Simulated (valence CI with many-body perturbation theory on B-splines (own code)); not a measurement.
Results of a calculation; reference values are marked as such.
## Assign the levels of Cr⁸⁺

Method: valence CI with perturbative core correlation (CI+MBPT): six valence electrons over a frozen Dirac-Fock core [Ne], a basis of 9 s, 9 p, 8 d, 6 f, 3 g, 1 h functions for each j, with the one-electron correlation potential Σ1, the two-electron term Σ2, the three-electron term Σ3, Breit, model QED; selected CI, second order for the rest, scaled by the run's own slope (own B-spline code, finite nucleus).

No measured spectrum was set against this ion. As an estimate, levels of excited configurations hold to 0.05 to 0.15 % of their energy, terms of the ground configuration to about 0.5 %. Among the levels kept, up to 800 cm⁻¹ of a level comes from second order outside the variational space, and about a tenth of that is noise between levels of different J, which matters for small intervals.

| No. | J | Parity | E (cm⁻¹) | g |
| --- | --- | --- | --- | --- |
| 1 | 2 | even | 0 | 1.487 |
| 2 | 1 | even | 7823 | 1.501 |
| 4 | 2 | even | 30445 | 1.013 |
| 6 | 2 | odd | 238920 | 1.500 |
| 7 | 1 | odd | 245180 | 1.497 |
| 11 | 1 | odd | 327720 | 1.498 |
| 12 | 2 | odd | 327870 | 1.497 |
| 13 | 3 | odd | 328100 | 1.496 |
| 14 | 4 | odd | 328580 | 1.497 |
| 15 | 2 | odd | 350640 | 1.124 |
| 16 | 3 | odd | 351570 | 1.324 |
| 17 | 1 | odd | 352610 | 0.502 |
| 18 | 2 | odd | 358740 | 0.714 |
| 20 | 3 | odd | 360980 | 1.092 |

Energies count from the lowest level. Strongly mixed levels and levels close to another of their J and parity, and those with J = 0 are left out, so the numbers can have gaps.

(1) Give configuration and LS term of each level.

Answers

(1) 1: 3s2 3p4 3P; 2: 3s2 3p4 3P; 4: 3s2 3p4 1D; 6: 3s 3p5 3P°; 7: 3s 3p5 3P°; 11: 3s2 3p3 3d 5D°; 12: 3s2 3p3 3d 5D°; 13: 3s2 3p3 3d 5D°; 14: 3s2 3p3 3d 5D°; 15: 3s2 3p3 3d 3D°; 16: 3s2 3p3 3d 3D°; 17: 3s2 3p3 3d 3D°; 18: 3s2 3p3 3d 3F°; 20: 3s2 3p3 3d 3F°.
